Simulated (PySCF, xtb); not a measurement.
InCl2, SMILES [Cl][In+][Cl], charge +1.

GFN2-xTB (xtb) at its own geometry gives an orbital gap of 2.22 eV.

Geometry optimised at B3LYP-D3(BJ)/def2-TZVP. The spin state was assumed, not searched. The isomer is the one that the SMILES or the coordinates give; other isomers of the formula were not compared. The def2 effective core potentials stand for the cores of In; spin–orbit coupling is left out.

What does M06-2X/def2-TZVPD run with PySCF give? (The exact figures need the calculation; the answer reports its results.)

gap 8.08 eV (levels -16.48 and -8.40 eV).
